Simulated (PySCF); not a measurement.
**[TcS2]+: from structure and modes to constants**

These are results of UPBE in PySCF with Tc def2-TZVP with ECP28, S def2-TZVP; scalar-relativistic core potentials, no spin–orbit coupling; density-fitted integrals, not measurements.

The triplet minimum has C2v symmetry. Masses (u): Tc 98.90722, S 31.97207.

```xyz
3
charge 1 multiplicity 3, angstrom
Tc    0.0000   -0.4591    0.0000
S     0.0000    0.7113    1.6928
S     0.0000    0.7113   -1.6928
```

Harmonic wavenumbers (cm⁻¹): 202.0 (a1, ×1), 562.1 (a1, ×1), 567.8 (b2, ×1).

**Question.** Find the principal moments of inertia and the rotational constants. What kind of rotor is it?

**Answer.** About the centre of mass I = 53.2, 183.24, 236.44 u Å². With B = 16.8576/I this gives 0.3169, 0.092, 0.0713 cm⁻¹. The molecule is an asymmetric top with κ = -0.83.

**Question.** Give the standard entropy (298.15 K, 1 bar) by its translational, rotational, vibrational and spin parts, and Cp.

**Answer.** Sackur–Tetrode with M = 162.85 u gives 172.4; rotation with symmetry number 2 gives 103.7; vibration 13.1; spin R ln 3 = 9.1. The total is 298.3 J/(mol K), and Cp = 4 R + 17.0 = 50.2 J/(mol K).

This need not be the most stable arrangement of these atoms. Other spin states or occupations of the open shell can lie lower.
